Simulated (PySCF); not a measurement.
Computed, not measured: delta-SCF UKS SCAN, pcX-2 on the ionised atom, pcseg-1 elsewhere, spin-free X2C (PySCF 2.14.0). Geometries: GFN2-xTB; isolated species, one conformer each. Values against the vacuum level. For 2p shells one spin-free hole was relaxed; a mean-field spin–orbit operator and the ground-state splitting of the three 2p orbitals were then diagonalised within the shell. The shell's mean is (2 × 2p3/2 + 2p1/2)/3, and the degeneracies 2j + 1 give areas of 2:1.

Question: Rank by computed C 1s binding energy, lowest first.
A. C2 in `[CH3:1][CH2:2][Si+:3]([CH3:4])[CH3:5]`
B. C5 in `[Cl:1][c:2]1[cH:3][p:4][cH:5][s:6]1`
C. C1 in `[CH3:1][CH2:2][CH2:3][SiH-:4][CH3:5]`

Answer: C (285.92 eV), B (290.80 eV), A (295.32 eV).

The highest is bonded to C, 2 H and Si in a species of charge +1, the lowest to C and 3 H in a species of charge -1; the range is 9.40 eV.

Question: Order these sites by rising Si 1s binding energy.
A. Silicon in `CCC[SiH-]C`
B. Silicon in `S[SiH2]N`
C. Silicon in `[SiH3]P([SiH3])[SiH3]`
D. Silicon in `CC[Si+](C)C`

Answer: A (1838.65 eV), C (1846.37 eV), B (1847.25 eV), D (1853.46 eV).

The highest is bonded to 3 C in a species of charge +1, the lowest to 2 C and H in a species of charge -1; the range is 14.81 eV.

Question: Rank by computed Si 2p3/2 binding energy, lowest first.
A. Silicon in `CCC[SiH-]C`
B. Silicon in `[SiH3]P([SiH3])[SiH3]`
C. Silicon in `N[SiH2]S`

Answer: A (98.91 eV), B (106.66 eV), C (107.36 eV).

The highest is bonded to N, S and 2 H, the lowest to 2 C and H in a species of charge -1; the range is 8.45 eV.

The basis sets have no added diffuse functions, a weakness for anions.
